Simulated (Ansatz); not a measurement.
Total energies of TiF₃ from Ansatz at PBE0-D4/def2-TZVP, gas phase (1 Eh = 27.2114 eV = 2625.5 kJ/mol). The reference geometry is relaxed at PBE-D4/def2-TZVP.

```
                 state                     geometry  energy (Eh)
      charge 0 doublet                    reference  -1148.85484
      charge 1 singlet                    reference  -1148.49182
      charge 1 singlet  relaxed at PBE-D4/def2-TZVP  -1148.50856
free Ti atom (triplet)                            –   -849.14317
 free F atom (doublet)                            –    -99.67617
```

Problem. Work out the vertical ionisation energy to the singlet.

Solution. E(charge 1 singlet) − E(charge 0 doublet) = -1148.49182 − (-1148.85484) = 0.36302 Eh = 9.88 eV. For comparison, −ε of the highest occupied level of the spin that leaves is 7.36 eV at this level, 2.52 eV less.

Problem. How much does the charge 1 singlet relax, and what is the adiabatic ionisation energy?

Solution. Relaxation: -1148.49182 − (-1148.50856) = 0.01674 Eh = 0.46 eV. Adiabatic ionisation energy: 0.34628 Eh = 9.42 eV, without zero-point energy. 

Problem. What is the binding energy per atom against free atoms?

Solution. Atoms: 1 × (-849.14317) + 3 × (-99.67617) = -1148.17168 Eh. Binding: -1148.17168 − (-1148.85484) = 0.68316 Eh = 18.59 eV, or 4.65 eV for each of 4 atoms (no zero-point energy, no counterpoise term).
